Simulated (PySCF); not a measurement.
C4H4O3.
Geometry (GFN2-xTB, Å), atoms numbered from 1 in this order:
```xyz
11
C4H4O3 angstrom
C     -1.6556   -0.3299   -0.2128
C     -0.2256   -0.0105   -0.0101
C      0.4146    0.9860    0.6115
O      1.7672    0.7895    0.4943
C      1.9431   -0.3485   -0.2129
O      2.9878   -0.8291   -0.5082
O      0.7277   -0.8545   -0.5314
H     -1.8838   -1.3034    0.2174
H     -2.2719    0.4296    0.2568
H     -1.8792   -0.3750   -1.2771
H      0.0811    1.8484    1.1466
```

Jobs on this species (11 atoms, 52 electrons) with PySCF (density fitting). Hardware of each: one thread of an Arm Neoverse V2, no GPU, on a shared host. The host was shared with other jobs, so the times are rough. Peak memory is the resident size of the whole Python process, interpreter and libraries included.

```
                                                       level and settings                                                               work  basis functions  SCF cycles  wall time  peak memory
                                                           PBE0/def2-SVPD  3 singlets by full TDDFT, 5 Tamm–Dancoff triplets, polarisability              181           ?          ?            ?
                                                           PBE0/def2-SVPD  6 singlets by full TDDFT, 2 Tamm–Dancoff triplets, polarisability              181           ?          ?            ?
                                                             OPBE/IGLO-II                            1 singlet by full TDDFT, polarisability              178           ?          ?            ?
                                         OLYP/cc-pVDZ, start guess huckel                                 shieldings, ring-centre shieldings              118          16       14 s     0.47 GiB
                                                             PBE0/cc-pVDZ                                 shieldings, ring-centre shieldings              118          14      7.8 s     0.58 GiB
                                                            PBE0/pcSseg-1    shieldings, ring-centre shieldings, charges and field gradients              139          14       10 s     0.66 GiB
mPW1PW91/def2-TZVP, damping 0.3 at the start, DIIS from the seventh cycle    shieldings, ring-centre shieldings, charges and field gradients              241          17       32 s     0.86 GiB
```

Question: Fill in the missing figures.

Answer: 
- PBE0/def2-SVPD; 3 singlets by full TDDFT, 5 Tamm–Dancoff triplets, polarisability: 17 s, 0.70 GiB, 14 SCF cycles
- PBE0/def2-SVPD; 6 singlets by full TDDFT, 2 Tamm–Dancoff triplets, polarisability: 18 s, 0.73 GiB, 14 SCF cycles
- OPBE/IGLO-II; 1 singlet by full TDDFT, polarisability: 18 s, 0.52 GiB, 17 SCF cycles

Question: What do all jobs in the table cost together?

Answer: About 1.9 min; the longest takes about 27 % of that, and about 4.1 times as long as the shortest.
